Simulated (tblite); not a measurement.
A tight-binding relaxation on `FC(F)(F)c1cccc(Br)c1`.

Computed with GFN2-xTB geometry optimisation, gas phase (tblite 0.8.0). Start geometry: from a force field or distance geometry. The input is one job of a driver script: a line of settings, then coordinates in Å.

Input:
```
{"job": {"kind": "relax", "xc": "GFN2-xTB", "basis": "xTB"}, "charge": 0, "multiplicity": 1}
F     -2.654000     0.244800     1.235100
C     -2.137900    -0.424400     0.123300
F     -2.405400    -1.800300     0.237600
F     -2.743200     0.127700    -0.987800
C     -0.695100    -0.148100     0.049500
C     -0.308800     1.171300    -0.076700
C      1.031900     1.519700    -0.168300
C      1.954100     0.490300    -0.129100
C      1.586400    -0.847900    -0.016400
Br     2.909500    -2.212500     0.022400
C      0.222900    -1.166400     0.070500
H     -1.049600     1.977100    -0.095600
H      1.350900     2.560400    -0.247200
H      3.012500     0.706900    -0.204200
H     -0.078600    -2.190500     0.165000
```

Output:
```
step      E/eV     max force
  0    -960.47142    2.482
  1    -960.66391    1.463
  2    -960.74816    1.121
  3    -960.77693    0.450
  4    -960.78987    0.361
  5    -960.79422    0.358
  6    -960.80256    0.214
  7    -960.80580    0.139
  8    -960.80791    0.093
  9    -960.80890    0.084
 10    -960.80948    0.073
 11    -960.80984    0.061
 12    -960.81017    0.042
 13    -960.81041    0.041
 14    -960.81060    0.035
 15    -960.81078    0.037
 16    -960.81096    0.036
 17    -960.81110    0.042
 18    -960.81121    0.041
 19    -960.81134    0.038
 20    -960.81151    0.037
 21    -960.81168    0.032
 22    -960.81175    0.015
 23    -960.81178    0.009
```

«max force» is the largest atomic force in eV/Å.

From which step on does the largest force stay under 0.1 eV/Å, and how much energy is left to gain from there?

From step 8 (0.093 eV/Å), 3.9 meV above the end.

Main results: energy lowered by 7.8 kcal/mol over 23 steps; largest atomic force 0.009 eV/Å at the end.

Where do the atoms end?

0.057 Å rms from the input after alignment:
```
atom  x, y, z in Å
F1    -2.7219    0.1663    1.2029
C2    -2.1580   -0.4212    0.1323
F3    -2.4316   -1.7272    0.2243
F4    -2.8296    0.0368   -0.9392
C5    -0.6865   -0.1228    0.0410
C6    -0.2882    1.2037   -0.0747
C7     1.0597    1.5039   -0.1625
C8     2.0050    0.4930   -0.1345
C9     1.5883   -0.8233   -0.0176
Br10   2.8795   -2.2138    0.0225
C11    0.2450   -1.1490    0.0718
H12   -1.0302    1.9864   -0.0963
H13    1.3761    2.5311   -0.2529
H14    3.0573    0.7214   -0.2016
H15   -0.0692   -2.1772    0.1625
```

Time: 0.16 s of wall time. Hardware: one thread of an Arm Neoverse V2 (shared host).
Labels such as C1 count atoms from 1, the log's own numbers from 0.
